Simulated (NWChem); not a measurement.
# NbF5; SMILES [F][Nb]([F])([F])([F])[F]

Results from NWChem. The geometry was optimised at PBE0/def2-SVP. def2 effective core potentials on Nb; no spin-orbit coupling. Field at 589 nm.

Problem. What does the run give for B3LYP/def2-SVP (core potentials)? Quantities: isotropic polarisability (bohr³); anisotropy (bohr³).

Solution. 
```yaml
isotropic polarisability (bohr³): 33.3
anisotropy (bohr³): 5.1
```
